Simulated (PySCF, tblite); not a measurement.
Isomers of C4H11Cl2FSi2, one GFN2-xTB conformer each. Single-point energies are computed at PBE0/pcSseg-1 (PySCF, gas phase, no added dispersion term), electronic only.

```
                       SMILES  GFN2-xTB relative energy (kcal/mol)
  FCCC([SiH3])([SiH3])C(Cl)Cl                                  0.0
FC[C@H]([SiH2]C[SiH3])C(Cl)Cl                                  5.1
```

Conformers: `[F:1][CH2:2][CH2:3][C:4]([SiH3:5])([SiH3:6])[CH:7]([Cl:8])[Cl:9]` with F1–C2–C3–C4 58°, C2–C3–C4–Si5 179°, C3–C4–C7–Cl8 -178°; `[F:1][CH2:2][C@H:3]([SiH2:4][CH2:5][SiH3:6])[CH:7]([Cl:8])[Cl:9]` with F1–C2–C3–Si4 -49°, C2–C3–Si4–C5 87°, C3–Si4–C5–Si6 178°, C2–C3–C7–Cl8 67°.

What does PBE0/pcSseg-1 give for the same structures?

| SMILES | PBE0/pcSseg-1 E (Eh) | PBE0/pcSseg-1 (kcal/mol) | GFN2-xTB (kcal/mol) | point group |
| --- | --- | --- | --- | --- |
| FC[C@H]([SiH2]C[SiH3])C(Cl)Cl | -1757.34867 | 0.0 | 5.1 | C1 |
| FCCC([SiH3])([SiH3])C(Cl)Cl | -1757.32651 | 13.9 | 0.0 | C1 |

GFN2-xTB puts FCCC([SiH3])([SiH3])C(Cl)Cl lowest instead. 

Which frontier levels, dipoles and rotational constants go with these structures?

```csv
SMILES,"HOMO (eV, PBE0/pcSseg-1)",LUMO (eV),dipole (D),"A, B, C (MHz)"
FC[C@H]([SiH2]C[SiH3])C(Cl)Cl,-8.48,-0.20,1.50,"1450, 377.6, 343.1"
FCCC([SiH3])([SiH3])C(Cl)Cl,-8.43,-0.22,2.00,"955.1, 678.9, 610.1"
```

What happens when harmonic zero-point energies from GFN2-xTB frequencies are added?

```tsv
SMILES	ZPE (kcal/mol)	electronic (kcal/mol)	with ZPE (kcal/mol)
FC[C@H]([SiH2]C[SiH3])C(Cl)Cl	83.7	0.0	0.0
FCCC([SiH3])([SiH3])C(Cl)Cl	83.3	13.9	13.5
```

The zero-point energies span 0.4 kcal/mol. The order is unchanged.
